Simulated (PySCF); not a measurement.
Magnetic susceptibility: `C=CC[Si@@H](P)O[SiH3]`, C₃H₁₁OPSi₂

Molfile (atoms numbered from 1):
```
C3H11OPSi2
     RDKit          3D

 18 17  0  0  0  0  0  0  0  0999 V2000
   -1.2811   -2.0027   -0.0928 C   0  0  0  0  0  0  0  0  0  0  0  0
   -1.5985   -0.7225   -0.1728 C   0  0  0  0  0  0  0  0  0  0  0  0
   -1.2874    0.1554   -1.3320 C   0  0  0  0  0  0  0  0  0  0  0  0
    0.1997    1.2808   -0.8941 Si  0  0  1  0  0  4  0  0  0  0  0  0
   -0.2138    2.2157    1.1006 P   0  0  0  0  0  0  0  0  0  0  0  0
    1.5407    0.3896   -0.7277 O   0  0  0  0  0  0  0  0  0  0  0  0
    2.3623   -0.9372   -0.2721 Si  0  0  0  0  0  4  0  0  0  0  0  0
   -0.7988   -2.5169   -0.9080 H   0  0  0  0  0  0  0  0  0  0  0  0
   -1.5016   -2.5927    0.7802 H   0  0  0  0  0  0  0  0  0  0  0  0
   -2.0817   -0.2286    0.6625 H   0  0  0  0  0  0  0  0  0  0  0  0
   -2.1527    0.7703   -1.5794 H   0  0  0  0  0  0  0  0  0  0  0  0
   -1.0384   -0.4444   -2.2065 H   0  0  0  0  0  0  0  0  0  0  0  0
    0.5422    2.1724   -2.0065 H   0  0  0  0  0  0  0  0  0  0  0  0
    0.7542    3.1981    0.9868 H   0  0  0  0  0  0  0  0  0  0  0  0
   -1.2092    3.0589    0.6328 H   0  0  0  0  0  0  0  0  0  0  0  0
    1.8377   -1.4068    1.0061 H   0  0  0  0  0  0  0  0  0  0  0  0
    2.1794   -1.9272   -1.3323 H   0  0  0  0  0  0  0  0  0  0  0  0
    3.7384   -0.4559   -0.1861 H   0  0  0  0  0  0  0  0  0  0  0  0
  1  2  2  0
  2  3  1  0
  3  4  1  0
  4  5  1  0
  4  6  1  0
  6  7  1  0
  1  8  1  0
  1  9  1  0
  2 10  1  0
  3 11  1  0
  3 12  1  0
  4 13  1  6
  5 14  1  0
  5 15  1  0
  7 16  1  0
  7 17  1  0
  7 18  1  0
M  END
```

Computed with PySCF 2.14.0, GIAO B3LYP/pcSseg-1 magnetisability, rotational g tensor and spin-rotation constants, non-relativistic, gas phase. Geometry: GFN2-xTB.

Problem. What are the magnetisability and the molar susceptibility?

Solution. Isotropic -1444 × 10⁻³⁰ J/T², or -87.0 × 10⁻⁶ cm³/mol; principal values -1586, -1436, -1312 × 10⁻³⁰ J/T², anisotropy 238 × 10⁻³⁰ J/T² (root of half the summed squared differences of the principal values). The susceptibility is in cgs units.

Problem. Split it along the inertial axes a, b, c into diamagnetic and paramagnetic parts about the centre of mass, with the quadrupole moment.

Solution. 
```tsv
axis	χ (10⁻⁶ cm³/mol)	diamagnetic (10⁻⁶ cm³/mol)	paramagnetic (10⁻⁶ cm³/mol)	summed x² of all electrons (Å²)	quadrupole Θ (D Å)
a	-89.4	-987.6	898.2	207.4	+5.88
b	-89.0	-1157.5	1068.5	167.3	-2.55
c	-82.6	-1589.7	1507.2	65.5	-3.33
```
Anisotropies 2χaa − χbb − χcc = -7.2 and 2χbb − χaa − χcc = -6.0 × 10⁻⁶ cm³/mol. Θ is traceless in Buckingham's convention.

Problem. And the rotational g tensor?

Solution. 
```csv
axis,rotational constant (GHz),g,nuclear part,electronic part
a,1.4304,-0.0231,0.5806,-0.6036
b,1.1664,-0.0163,0.5692,-0.5855
c,0.8203,-0.0138,0.5671,-0.5808
```
Asymmetric top; isotopes 12C, 1H, 16O, 31P, 28Si; no vibrational averaging.
